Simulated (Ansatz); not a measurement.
Basis-set series for C8H18O2Sn, SMILES `CC(C)(C)[O][Sn][O]C(C)(C)C`. Charge 0, multiplicity 1. Sn takes the def2 core potential. All single points use the PBE0-D4/def2-TZVP geometry. It is one conformer, not always the lowest.

```json
{"functional": "PBE0-D4", "basis": "def2-SVP", "functions": "256", "energy (Eh)": "-679.63532", "HOMO (eV)": "-6.90", "LUMO (eV)": "-1.74"}
{"functional": "PBE0-D4", "basis": "def2-QZVPP", "functions": "1192", "energy (Eh)": "-680.19419", "HOMO (eV)": "-6.97", "LUMO (eV)": "-1.85"}
{"functional": "ωB97M-V", "basis": "def2-SVP", "functions": "256", "energy (Eh)": "-679.86541", "HOMO (eV)": "-9.08", "LUMO (eV)": "0.02"}
{"functional": "ωB97M-V", "basis": "def2-QZVPP", "functions": "1192", "energy (Eh)": "-680.45111", "HOMO (eV)": "-9.18", "LUMO (eV)": "-0.25"}
```

(1) Give the rows for def2-TZVPP. (Estimate.)

Answers

(1) Computed: 
```json
{"functional": "PBE0-D4", "basis": "def2-TZVPP", "functions": "612", "energy (Eh)": "-680.16591", "HOMO (eV)": "-6.96", "LUMO (eV)": "-1.84"}
{"functional": "ωB97M-V", "basis": "def2-TZVPP", "functions": "612", "energy (Eh)": "-680.42367", "HOMO (eV)": "-9.17", "LUMO (eV)": "-0.19"}
```
